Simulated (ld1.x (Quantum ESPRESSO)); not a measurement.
# u(r) = r·R(r): atom against pseudo-atom (Nb)

Columns: radius, all-electron u(r) and pseudo u(r) of the 4p shell (level -35.25 eV) of niobium in the configuration [Ar] 3d10 4s2 4p6 4d4 5s0.5 5p0.5; LDA (PZ), scalar-relativistic, ultrasoft scheme, ld1.x (Quantum ESPRESSO) 7.5.

```json
{"r (bohr)": "0.128", "all-electron": "0.1982", "pseudo": "0.0134"}
{"r (bohr)": "0.255", "all-electron": "-0.4163", "pseudo": "0.0520"}
{"r (bohr)": "0.382", "all-electron": "-0.4655", "pseudo": "0.1125"}
{"r (bohr)": "0.510", "all-electron": "-0.1132", "pseudo": "0.1903"}
{"r (bohr)": "0.638", "all-electron": "0.3112", "pseudo": "0.2781"}
{"r (bohr)": "0.765", "all-electron": "0.6486", "pseudo": "0.3679"}
{"r (bohr)": "0.893", "all-electron": "0.8652", "pseudo": "0.4535"}
{"r (bohr)": "1.020", "all-electron": "0.9688", "pseudo": "0.5271"}
{"r (bohr)": "1.148", "all-electron": "0.9890", "pseudo": "0.5842"}
{"r (bohr)": "1.275", "all-electron": "0.9532", "pseudo": "0.6205"}
{"r (bohr)": "1.402", "all-electron": "0.8844", "pseudo": "0.6347"}
{"r (bohr)": "1.530", "all-electron": "0.7982", "pseudo": "0.6272"}
{"r (bohr)": "1.658", "all-electron": "0.7065", "pseudo": "0.6000"}
{"r (bohr)": "1.785", "all-electron": "0.6169", "pseudo": "0.5574"}
{"r (bohr)": "1.912", "all-electron": "0.5327", "pseudo": "0.5041"}
{"r (bohr)": "2.040", "all-electron": "0.4556", "pseudo": "0.4445"}
{"r (bohr)": "2.168", "all-electron": "0.3869", "pseudo": "0.3839"}
{"r (bohr)": "2.295", "all-electron": "0.3273", "pseudo": "0.3269"}
{"r (bohr)": "2.422", "all-electron": "0.2756", "pseudo": "0.2756"}
{"r (bohr)": "2.550", "all-electron": "0.2309", "pseudo": "0.2309"}
{"r (bohr)": "2.678", "all-electron": "0.1929", "pseudo": "0.1929"}
{"r (bohr)": "2.805", "all-electron": "0.1610", "pseudo": "0.1610"}
{"r (bohr)": "2.932", "all-electron": "0.1340", "pseudo": "0.1340"}
{"r (bohr)": "3.060", "all-electron": "0.1112", "pseudo": "0.1112"}
{"r (bohr)": "3.188", "all-electron": "0.0921", "pseudo": "0.0921"}
{"r (bohr)": "3.315", "all-electron": "0.0763", "pseudo": "0.0763"}
```

Question: How many radial nodes do the two functions have?

Answer: The all-electron 4p function has n − l − 1 = 2; the pseudo-wave has 0, since the states of the same l below it are removed with the core.

Question: At about which radius was the pseudo-wave matched?

Answer: 2.55 bohr. The columns agree to 0.0005 from 2.29 bohr on; several derivatives are matched, so the curves merge somewhat inside the radius.

Question: Where does each function peak?

Answer: Outermost all-electron maximum near 1.15 bohr, pseudo maximum near 1.40 bohr (to the table’s step).

Question: Is the pseudo-wave norm-conserving?

Answer: No, it belongs to an ultrasoft set: the norm inside the radius is not constrained, and the difference is carried by the augmentation charge.
